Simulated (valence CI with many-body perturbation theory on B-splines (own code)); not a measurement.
**Sensitivity of CI+MBPT for La XXV**

Computed by configuration interaction combined with many-body perturbation theory (CI+MBPT): five valence electrons over a frozen Dirac-Fock core [Ar] 3d10, radial functions for each j: 6 s, 6 p, 5 d, 3 f, 1 g, with the one-electron correlation potential Σ1, the two-electron term Σ2, the three-electron term Σ3, Breit, model QED; selected CI, second order for the rest, scaled by the run's own slope (own B-spline code, finite nucleus).

No measured spectrum was set against this ion. As an estimate, levels hold to about 250 cm⁻¹ or 0.2 % of their energy and the worst to 1 %, as in measured heavy ions of charge 2 to 7; those with d or f electrons hold less well. Among the levels kept, up to 630 cm⁻¹ of a level comes from second order outside the variational space, and about a tenth of that is noise between levels of different J, which matters for small intervals.

The reference run has the lowest level (4s^2 4p1/2^2 4p3/2) J=3/2 and an ionisation energy of 807.881 eV. Its largest variational space holds 9998 state functions.

Levels are named by their leading jj configuration (3d3/2^4 stands for four electrons in 3d with j = 3/2), which in mixed levels can hold well under half, so a name can repeat and another be missing. Letters in brackets count levels of one name in rising energy.

Changed runs:
A. scale of Σ2 1 → 0.5
B. highest l in the core sums 6 → 7
C. lowest core n in screening and Σ2 1 → 3
D. scale of Σ2 1 → -1 (bad on purpose)

Excitation energies of the reference run in cm⁻¹, and shifts in cm⁻¹:

```
                       Level  Reference       A       B       C       D
  (4s^2 4p1/2 4p3/2^2) J=3/2     152266    -460    -3.2    -1.7   -1815
  (4s^2 4p1/2 4p3/2^2) J=5/2     180669    -238    -2.9    +4.1    -931
  (4s^2 4p1/2 4p3/2^2) J=1/2     217242     +86    -2.7     +10    +354
        (4s^2 4p3/2^3) J=3/2     372544    -438    -6.0    +6.4   -1730
  (4s 4p1/2^2 4p3/2^2) J=5/2     606861    -980    +4.1     -13   -3926
  (4s 4p1/2^2 4p3/2^2) J=3/2     676864    -120    +3.9     +22    -755
  (4s 4p1/2^2 4p3/2^2) J=1/2     685117     -98    +4.2     +17    -575
  (4s^2 4p1/2^2 4d3/2) J=3/2     770969    -436    +2.4     +15   -2035
(4s 4p1/2 4p3/2^3) J=3/2 [a]     797966    +173    +2.4     +35    +871
    (4s 4p1/2 4p3/2^3) J=5/2     822081    -543    +1.1     +15   -2338
  (4s^2 4p1/2^2 4d5/2) J=5/2     833459    +742    +1.3     +56   +2904
    (4s 4p1/2 4p3/2^3) J=1/2     865153    +486    +1.4     +57   +1714
      Ionisation energy (eV)    807.881  -0.028  -0.007  +0.019  -0.097
```
